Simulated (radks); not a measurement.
Trend from Sc+ to Zn+: ionisation energy by Delta-SCF between NIST ground configurations, and size. Method: Dirac Kohn-Sham, LDA (Slater exchange, Perdew-Wang correlation), spin-unpolarised, spherical densities, finite nucleus; open shells fill j = l - 1/2 first; Fermi nuclear charge, rms radius of each element as measured or else 0.836 A^(1/3) + 0.57 fm; computed with a radial shooting solver on a logarithmic mesh with Libxc functionals.

species,configuration,IE (eV),NIST (eV),kind,-e(HOMO) (eV),outermost,<r> outermost (bohr)
Sc+,[Ar] 3d1 4s1,12.953,12.800,exp.,9.951 (4s1/2),4s1/2,3.33
Ti+,[Ar] 3d2 4s1,13.789,13.576,exp.,10.590 (4s1/2),4s1/2,3.16
V+,[Ar] 3d4,15.119,14.63,exp.,9.264 (3d3/2),3d3/2,1.55
Cr+,[Ar] 3d5,16.275,16.486,exp.,10.100 (3d5/2),3d5/2,1.42
Mn+,[Ar] 3d5 4s1,15.863,15.640,exp.,12.157 (4s1/2),4s1/2,2.78
Fe+,[Ar] 3d6 4s1,16.480,16.199,exp.,12.621 (4s1/2),4s1/2,2.69
Co+,[Ar] 3d8,19.580,17.084,exp.,12.479 (3d5/2),3d5/2,1.14
Ni+,[Ar] 3d9,20.592,18.169,exp.,13.202 (3d5/2),3d5/2,1.08
Cu+,[Ar] 3d10,21.569,20.292,exp.,13.898 (3d5/2),3d5/2,1.02
Zn+,[Ar] 3d10 4s1,18.763,17.964,exp.,14.340 (4s1/2),4s1/2,2.38

Reference values: NIST Atomic Spectra Database (exp. = measured, semi-emp. = semi-empirical, theory = theoretical value adopted there). Spin polarisation and multiplet splitting are left out, so open shells lie too high by an amount that depends on their filling.

Beside tabulated values, note that spin-unpolarised runs miss the spin-polarisation part of the exchange energy of open shells.
